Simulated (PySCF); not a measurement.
## How methods differ on the fine-structure interval of Kr⁺

Kr⁺ [Ar] 3d10 4s2 4p5 [4p1/2^2 4p3/2^3, M_J = 3/2] → Kr⁺ [Ar] 3d10 4s2 4p5 [4p1/2^1 4p3/2^4, M_J = 1/2], as a difference of total energies. All numbers are calculated (PySCF 2.14, the two-component X2C-1e Hamiltonian, in x2c-SVPall-2c). Correlated levels: [Ne] frozen; the 4 highest virtual spinors dropped. "Screened" scales the spin-orbit matrix elements by Boettger's factors to mimic the two-electron term; Breit and QED terms are absent.

| method | fine-structure interval (cm⁻¹) | error (cm⁻¹) |
| --- | --- | --- |
| GHF (screened spin-orbit) | 5030.0 | -340 |
| GMP2 (screened spin-orbit) | 5551.5 | +181 |
| GHF (bare spin-orbit) | 5346.4 | -24 |

Reference: 5370.1 cm⁻¹ (measured; NIST Handbook of Basic Atomic Spectroscopic Data (Sansonetti and Martin, J. Phys. Chem. Ref. Data 34, 1559 (2005))).

Errors of the correlated levels include the incompleteness of this basis and the frozen core.
